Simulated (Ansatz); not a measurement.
`OB(O)S` + `[OH][Zn-]1[O]C(C(F)(F)F)=CC(C(F)(F)F)=[O+]1` → `O[B-]1(O)OC(C(F)(F)F)=CC(C(F)(F)F)=[O+]1` + `[OH][Zn][SH]`  (redistribution)

Isolated molecules relaxed with PBE0-D4/def2-TZVP in Ansatz; ΔE leaves out vibrations. CCSD(T)/CBS is the MP2 limit (def2-TZVPP, def2-QZVPP) plus CCSD(T) − MP2 in def2-TZVPP, frozen cores. Functionals use def2-TZVPP. B3LYP here is the variant with VWN-RPA as its local correlation; programs differ in this. For Zn outer-core shells are correlated without core-valence functions, which leaves a few kJ/mol of doubt a bond. Scalar relativity is left out up to krypton. Each species was taken in one conformer, which may not be the lowest.

`OB(O)S`:

Cartesian coordinates in Å:
```
O 1.195 0.056 -0.131
B -0.144 -0.204 -0.160
O -0.609 -1.190 -0.967
S -1.417 0.675 0.815
H 1.462 0.762 0.458
H 0.099 -1.619 -1.456
H -0.585 1.521 1.442
```

`[OH][Zn-]1[O]C(C(F)(F)F)=CC(C(F)(F)F)=[O+]1`:

Cartesian coordinates in Å:
```
O -3.146 -2.659 0.640
Zn -1.807 -1.508 0.373
O -1.529 0.345 0.855
C -0.497 1.009 0.578
C -0.560 2.458 1.090
F -1.600 3.084 0.545
F 0.540 3.149 0.795
F -0.710 2.464 2.411
C 0.633 0.590 -0.107
C 0.763 -0.707 -0.603
C 2.076 -1.024 -1.348
F 2.199 -0.229 -2.415
F 2.116 -2.280 -1.753
F 3.123 -0.801 -0.550
O -0.055 -1.650 -0.522
H -2.986 -3.530 0.272
H 1.441 1.288 -0.263
```

`O[B-]1(O)OC(C(F)(F)F)=CC(C(F)(F)F)=[O+]1`:

```xyz
19

O     0.588   -1.749    2.340
B     0.370   -1.438    1.008
O     0.433   -2.482    0.095
O    -1.025   -0.736    0.821
C    -1.226    0.123   -0.080
C    -2.700    0.470   -0.292
F    -3.211    0.976    0.827
F    -2.851    1.367   -1.265
F    -3.386   -0.619   -0.616
C    -0.228    0.763   -0.796
C     1.063    0.511   -0.365
C     2.249    1.310   -0.908
F     2.812    2.007    0.076
F     3.158    0.492   -1.422
F     1.865    2.162   -1.857
O     1.373   -0.329    0.522
H     0.537   -1.007    2.943
H     0.627   -3.315    0.527
H    -0.447    1.493   -1.556
```

`[OH][Zn][SH]`:

Cartesian coordinates in Å:
```
O -0.493 -1.539 -0.956
Zn 0.152 -0.242 0.065
S 0.915 1.245 1.417
H -0.357 -1.433 -1.899
H -0.217 1.968 1.373
```

Q: Is it downhill or uphill in electronic energy at CCSD(T)/CBS, and by how much? (Best estimate.)

A: Ansatz gave: Nearly level: ΔE = +0.5 kcal/mol.

Q: What do these levels give: BLYP-D4, r2SCAN-D4, PBE0-D4, BHLYP-D4, ωB97X-V, B3LYP, r2SCAN0, RPA@PBE/def2-TZVPP, HF/def2-SVP, CCSD/def2-TZVPP, HF/def2-QZVPP, CCSD/CBS(def2)? (Estimate.)

A: Ansatz gave: BLYP-D4 -0.7, r2SCAN-D4 -1.9, PBE0-D4 -2.1, BHLYP-D4 0.9, ωB97X-V -0.6, B3LYP 0.0, r2SCAN0 -1.2, RPA@PBE/def2-TZVPP 1.5, HF/def2-SVP 9.6, CCSD/def2-TZVPP 0.8, HF/def2-QZVPP 6.1, CCSD/CBS(def2) 1.2 kcal/mol.

Largest T1 diagnostic among the species: 0.016.

From PBE to PBE0 (25 % exact exchange), in def2-TZVPP and without D4, ΔE moves by +0.8 kcal/mol. In def2-TZVPP, CCSD(T) changes the Hartree–Fock value by −5.3 kcal/mol (the triples alone add −0.7 kcal/mol) and MP2 by −6.7 kcal/mol.
